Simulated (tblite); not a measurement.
C6H9O (doublet state).
Structure used (GFN2-xTB), in Å, numbered top down from 1:
```xyz
16
C6H9O angstrom
C      2.5389    0.7954   -0.0486
C      1.7835    0.5482   -1.0702
C      0.4091   -0.0739   -1.0822
O     -0.1429   -0.3058   -2.1246
C     -0.2113   -0.3288    0.2780
C     -1.2932   -1.3991    0.1793
C     -0.7925    0.9970    0.7817
H      2.5143    0.6769    1.0113
H      2.1111    0.7824   -2.0772
H      0.5775   -0.6557    0.9620
H     -1.7623   -1.5505    1.1483
H     -0.8653   -2.3416   -0.1542
H     -2.0545   -1.0979   -0.5358
H     -1.5882    1.3320    0.1200
H     -1.2063    0.8630    1.7786
H     -0.0256    1.7675    0.8222
```

Level: GFN2-xTB in tblite, geometry and Hessian alike; calculated harmonic values, unscaled, isolated species. This tight-binding method is rough: wavenumbers can miss measured ones by several per cent, in bad cases by 10 to 20. One conformer, not necessarily the lowest. Open shells enter through the occupations alone, without spin polarisation, and single modes of such species can be off by tens of per cent.

Harmonic wavenumbers (cm⁻¹): 46.4, 70.3, 179.0, 189.8, 204.7, 255.4, 293.5, 381.0, 482.5, 503.5, 559.3, 715.4, 753.7, 769.1, 924.4, 934.9, 948.5, 983.3, 1032.1, 1091.3, 1137.5, 1178.8, 1210.3, 1269.9, 1308.3, 1400.2, 1414.6, 1484.8, 1489.6, 1495.1, 1501.1, 1678.1, 1768.9, 2946.2, 3007.1, 3032.3, 3035.6, 3039.4, 3041.1, 3043.3, 3051.5, 3173.2.

A = 3698, B = 2222, C = 1698 MHz; mass 97.065 u (most abundant isotopes); point group C1, symmetry number 1; spin multiplicity 2.

Question: Zero-point energy?

Answer: Half the sum of the wavenumbers: 28512 cm⁻¹ = 81.52 kcal/mol.

Question: Entropy at 500 K, 1 bar (ideal gas, RRHO, classical rotation)?

Answer: Translation 42.22, rotation 29.08, vibration 39.64, spin (R ln 2) 1.38: S = 112.3 cal/(mol K).

Question: And Cp and H(500 K) − H(0)?

Answer: Cp = 46.79 cal/(mol K), of which vibrations give 38.84 (their classical limit is 42 R = 83.5); H(500 K) − H(0) = 14.10 kcal/mol without the zero-point energy, 10.12 from vibrations.

Question: Which modes carry the vibrational entropy at 500 K?

Answer: 46.4 cm⁻¹: 5.99; 70.3 cm⁻¹: 5.17; 179.0 cm⁻¹: 3.33; 189.8 cm⁻¹: 3.21; 204.7 cm⁻¹: 3.07; 255.4 cm⁻¹: 2.64 cal/(mol K); the other 36 give 16.24 together.

Question: How do the functions run with temperature in this model?

Answer: 
```tsv
T (K)	S (cal/(mol K))	Cp (cal/(mol K))	H − H(0) (kcal/mol)	G − H(0) (kcal/mol)	ln q(vib)
150	74.3	20.8	2.14	-9.01	2.47
250	86.7	28.4	4.60	-17.08	4.58
298.15	92.1	32.2	6.06	-21.39	5.59
400	102.6	40.0	9.75	-31.31	7.71
600	121.4	52.5	19.07	-53.75	11.78
900	145.2	64.9	36.82	-93.85	17.55
```

q(vib) and H(0) count from the zero-point level.

Question: What must be added to the electronic energy to get the Gibbs energy at 500 K and 1 bar?

Answer: ZPE + [H(500 K) − H(0)] − T·S = 81.52 + 14.10 − 56.16 = 39.46 kcal/mol.

Question: Blend soft modes into free rotors: weight 1/[1 + (100 cm⁻¹/ν̃)⁴] for the oscillator and the rest for a rotor with moment μB/(μ + B), μ = h/(8π²ν), B = 10⁻⁴⁴ kg m². What vibrational entropy results?

Answer: 36.60 cal/(mol K) in place of 39.64, which changes −T·S at 500 K by +1.52 kcal/mol.

Hindered rotation and anharmonicity are outside this model. Other conformers, if any are populated, would add a mixing term that is left out. The structure is chiral; the term R ln 2 for an equal mix with its mirror image is left out.
